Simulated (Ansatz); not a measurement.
Consider the atomization: `C=C1[SiH2]S1` → 2 C• + 4 H• + S• + Si•.

Computed with Ansatz on PBE0-D4/def2-TZVP structures; ΔE is electronic, products minus reactants. CBS: MP2 limit from def2 TZ/QZ plus the TZ coupled-cluster correction, frozen cores. This one scheme is used for every species, atoms too. DFT in def2-TZVPP. B3LYP here is the variant with VWN-RPA as its local correlation; programs differ in this. HSE06 is defined as in plane-wave codes. No spin–orbit coupling; open shells (•) take unrestricted orbitals. Spin–orbit coupling would lower the free atoms: a little for C, S, Si.

```
level  ΔE (kJ/mol)
B3LYP       2906.9
HSE06       2954.1
```

(1) What does CCSD(T)/CBS give? (Estimate.)

(2) What do rigid-rotor, harmonic-oscillator terms from PBE0-D4/def2-TZVP frequencies (298.15 K, 1 bar) make of the CCSD(T)/CBS value? (Estimate.)

Largest T1 diagnostic among the species: 0.014.

## Answers

(1) Computed: +2938.6 kJ/mol. The listed levels differ from it by -31.7, 15.5 kJ/mol.

(2) The calculation gave: ΔZPE = -131.0 kJ/mol, ΔH = +2841.8 kJ/mol, ΔS = 815 J/(mol·K), ΔG = +2598.7 kJ/mol. Open shells count their whole term as degenerate.

The D4 term adds +31.2 kJ/mol with B3LYP and +16.0 kJ/mol with PBE0; it sums over pairs of atoms, weighted by their polarisabilities, and B3LYP, whose exchange is more repulsive, gets the larger term. From BLYP to BHLYP (50 % exact exchange), in def2-TZVPP and without D4, ΔE moves by −72.3 kJ/mol: exact exchange takes away binding that semilocal exchange gives to molecules. In def2-TZVPP, CCSD(T) changes the Hartree–Fock value by +744.8 kJ/mol (the triples alone add +59.1 kJ/mol) and MP2 by +801.8 kJ/mol; breaking electron pairs costs correlation energy, which Hartree–Fock lacks.

For atomizations the MP2-based limit and the directly extrapolated one differ by several kJ/mol either way, and by 10 to 25 for some Ge, Se and Sn compounds, so smaller differences from it don't rank the levels.
